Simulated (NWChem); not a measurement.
System: BeSi₂H₆O; SMILES [SiH3][Be][O][SiH3]

Excerpt of the output:

```
             Northwest Computational Chemistry Package (NWChem) 7.3.0
             --------------------------------------------------------

                             Geometry "geometry" -> ""
                             -------------------------

 Output coordinates in angstroms (scale by  1.889725989 to convert to a.u.)

  No.       Tag          Charge          X              Y              Z
 ---- ---------------- ---------- -------------- -------------- --------------
    1 Be                   4.0000    -0.35074600     0.29202500     0.43040500
    2 Si                  14.0000    -1.55100100     1.27709700     1.94390200
    3 H                    1.0000    -1.90976100     0.34813300     3.06486000
    4 H                    1.0000    -2.83933800     1.80493100     1.38674600
    5 H                    1.0000    -0.83423500     2.44227300     2.55791500
    6 O                    8.0000     0.43597600    -0.35478100    -0.55556900
    7 Si                  14.0000     1.35696700    -1.11760600    -1.70059300
    8 H                    1.0000     0.48618600    -1.96937800    -2.56335000
    9 H                    1.0000     2.37923400    -1.97771200    -1.03522500
   10 H                    1.0000     2.04805000    -0.10383000    -2.55073700

 Effective nuclear repulsion energy (a.u.)     158.1523056227

                              NWChem Property Module
                              ----------------------

  itol2e modified to match energy
  convergence criterion.

                                 NWChem DFT Module
                                 -----------------

 Summary of "ao basis" -> "ao basis" (spherical)
 ------------------------------------------------------------------------------
       Tag                 Description            Shells   Functions and Types
 ---------------- ------------------------------  ------  ---------------------
 Be                         cc-pvtz                 10       30   4s3p2d1f
 Si                         cc-pvtz                 12       34   5s4p2d1f
 H                          cc-pvtz                  6       14   3s2p1d
 O                          cc-pvtz                 10       30   4s3p2d1f

  itol2e modified to match energy
  convergence criterion.

[...]

          -----------------------
          Electric field gradient
          -----------------------

 1 a.u. = 0.324123 10**(16) esu/cm**3  ( or statvolts/cm**2 ) = 0.97174 10**(22) v/m**2

 ------------------------------------------------------------
   Atom      X         Y         Z
 ------------------------------------------------------------
    1 Be  -0.66281   0.55185   0.81335
 ------------------------------------------------------------

 Electric field gradient in molecular frame (a.u.)
         XX             YY             ZZ             XY             XZ             YZ
 ------------------------------------------------------------------------------------------
       -0.008320      -0.040669       0.048989      -0.082114      -0.125296       0.103021

 Principal components (a.u.) and orientation
 of principal axis w.r.t. absolute frame                      Asymmetry parameter eta
 --------------------------------------------------------------------------------------
        0.216385      -0.108198      -0.108186                       0.000057

       -0.554708       0.619797       0.555113
        0.456096      -0.331495       0.825886
        0.695899       0.711311      -0.098804

 ------------------------------------------------------------
   Atom      X         Y         Z
 ------------------------------------------------------------
    2 Si  -2.93097   2.41336   3.67344
 ------------------------------------------------------------

 Electric field gradient in molecular frame (a.u.)
         XX             YY             ZZ             XY             XZ             YZ
 ------------------------------------------------------------------------------------------
       -0.010312      -0.046396       0.056708      -0.092845      -0.142440       0.116813

 Principal components (a.u.) and orientation
 of principal axis w.r.t. absolute frame                      Asymmetry parameter eta
 --------------------------------------------------------------------------------------
        0.245742      -0.123215      -0.122527                       0.002801

       -0.553178       0.833001      -0.010187
        0.454873       0.312271       0.834013
        0.697915       0.456724      -0.551651

 ------------------------------------------------------------
   Atom      X         Y         Z
 ------------------------------------------------------------
    3 H   -3.60892   0.65788   5.79175
 ------------------------------------------------------------

 Electric field gradient in molecular frame (a.u.)
         XX             YY             ZZ             XY             XZ             YZ
 ------------------------------------------------------------------------------------------
        0.054783      -0.010921      -0.043863      -0.030621       0.033552       0.093631

 Principal components (a.u.) and orientation
 of principal axis w.r.t. absolute frame                      Asymmetry parameter eta
 --------------------------------------------------------------------------------------
       -0.133407       0.068775       0.064631                       0.031065

       -0.234467      -0.500715       0.833253
       -0.626697       0.733111       0.264194
        0.743153       0.460252       0.485687

 ------------------------------------------------------------
   Atom      X         Y         Z
 ------------------------------------------------------------
    4 H   -5.36557   3.41083   2.62057
 ------------------------------------------------------------

[...]
```

Level: B3LYP/cc-pVTZ. Structure relaxed at the PBE0/def2-SVP level. NWChem prints the field gradient with the sign opposite to the second derivative of the potential.

**Question.** Reconstruct the input file.

**Answer.** One answer among several that fit: the input that was run:
```
start job
memory heap 200 mb stack 900 mb global 1100 mb
geometry units angstroms noautosym nocenter noautoz
  Be    -0.350746     0.292025     0.430405
  Si    -1.551001     1.277097     1.943902
  H     -1.909761     0.348133     3.064860
  H     -2.839338     1.804931     1.386746
  H     -0.834235     2.442273     2.557915
  O      0.435976    -0.354781    -0.555569
  Si     1.356967    -1.117606    -1.700593
  H      0.486186    -1.969378    -2.563350
  H      2.379234    -1.977712    -1.035225
  H      2.048050    -0.103830    -2.550737
end
basis spherical
  * library cc-pvtz
end
dft
  xc b3lyp
  iterations 150
  semidirect filesize 400000000
end
property
  efieldgrad
end
task dft property
```
